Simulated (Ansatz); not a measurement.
Consider the hydrogenolysis of a C–Si bond: `NC([SiH3])[SiH2]Cl` + H₂ → `NC[SiH2]Cl` + SiH₄.

Isolated molecules relaxed with PBE0-D4/def2-TZVP in Ansatz; ΔE leaves out vibrations. CBS: MP2 limit from def2 TZ/QZ plus the TZ coupled-cluster correction, frozen cores. This one scheme is used for every species. Functionals use def2-TZVPP. B3LYP here is the variant with VWN-RPA as its local correlation; programs differ in this. Each species was taken in one conformer, which may not be the lowest.

`NC([SiH3])[SiH2]Cl`:

Cartesian coordinates in Å:
```
N -1.439 -0.774 0.396
C -0.010 -0.434 0.385
Si 0.795 -0.621 -1.318
Si 0.228 1.241 1.177
Cl -0.849 2.631 0.096
H -1.971 -0.095 -0.136
H -1.606 -1.681 -0.025
H 0.518 -1.112 1.074
H 2.261 -0.363 -1.286
H 0.149 0.308 -2.281
H 0.558 -2.016 -1.783
H 1.656 1.641 1.137
H -0.289 1.273 2.564
```

H₂:

```xyz
2

H     0.117    0.156   -0.318
H    -0.117   -0.156    0.318
```

`NC[SiH2]Cl`:

```xyz
10

N    -0.435   -0.735   -1.246
C     0.610   -0.216   -0.378
Si   -0.118    0.371    1.242
Cl   -1.536    1.815    0.827
H    -0.055   -1.057   -2.127
H    -1.117   -0.018   -1.456
H     1.226    0.590   -0.808
H     1.302   -1.028   -0.119
H     0.924    0.998    2.092
H    -0.801   -0.721    1.973
```

SiH₄:

Cartesian coordinates in Å:
```
Si 0.000 0.000 0.000
H -1.321 0.080 0.673
H 1.057 0.472 0.929
H -0.010 0.855 -1.214
H 0.274 -1.407 -0.387
```

```json
{"level": "PBE-D4", "ΔE (kJ/mol)": "-22.0", "difference from CCSD(T)/CBS": "5.5"}
{"level": "r2SCAN-D4", "ΔE (kJ/mol)": "-25.4", "difference from CCSD(T)/CBS": "2.1"}
{"level": "ωB97X-V", "ΔE (kJ/mol)": "-32.0", "difference from CCSD(T)/CBS": "-4.5"}
{"level": "ωB97M-V", "ΔE (kJ/mol)": "-28.5", "difference from CCSD(T)/CBS": "-1.0"}
{"level": "B2PLYP", "ΔE (kJ/mol)": "-38.1", "difference from CCSD(T)/CBS": "-10.6"}
{"level": "PBE", "ΔE (kJ/mol)": "-32.4", "difference from CCSD(T)/CBS": "-4.9"}
{"level": "r2SCAN", "ΔE (kJ/mol)": "-28.2", "difference from CCSD(T)/CBS": "-0.7"}
{"level": "B3LYP", "ΔE (kJ/mol)": "-46.1", "difference from CCSD(T)/CBS": "-18.6"}
{"level": "HF/def2-TZVPP", "ΔE (kJ/mol)": "-64.4", "difference from CCSD(T)/CBS": "-36.9"}
{"level": "MP2/def2-TZVPP", "ΔE (kJ/mol)": "-23.6", "difference from CCSD(T)/CBS": "3.9"}
{"level": "SCS-MP2/def2-TZVPP", "ΔE (kJ/mol)": "-32.2", "difference from CCSD(T)/CBS": "-4.7"}
{"level": "CCSD(T)/def2-TZVPP", "ΔE (kJ/mol)": "-30.6", "difference from CCSD(T)/CBS": "-3.1"}
{"level": "MP2/def2-QZVPP", "ΔE (kJ/mol)": "-21.8", "difference from CCSD(T)/CBS": "5.7"}
{"level": "SCS-MP2/def2-QZVPP", "ΔE (kJ/mol)": "-30.6", "difference from CCSD(T)/CBS": "-3.1"}
{"level": "HF/CBS(def2)", "ΔE (kJ/mol)": "-64.5", "difference from CCSD(T)/CBS": "-37.0"}
{"level": "MP2/CBS(def2)", "ΔE (kJ/mol)": "-20.5", "difference from CCSD(T)/CBS": "7.0"}
{"level": "CCSD(T)/CBS", "ΔE (kJ/mol)": "-27.5", "difference from CCSD(T)/CBS": "0"}
```

Largest T1 diagnostic among the species: 0.011.

The D4 term adds +16.8 kJ/mol with B3LYP and +9.3 kJ/mol with PBE0; it sums over pairs of atoms, weighted by their polarisabilities, and B3LYP, whose exchange is more repulsive, gets the larger term. In def2-TZVPP, CCSD(T) changes the Hartree–Fock value by +33.7 kJ/mol (the triples alone add +6.7 kJ/mol) and MP2 by +40.8 kJ/mol. From PBE to PBE0 (25 % exact exchange), in def2-TZVPP and without D4, ΔE moves by −4.4 kJ/mol.
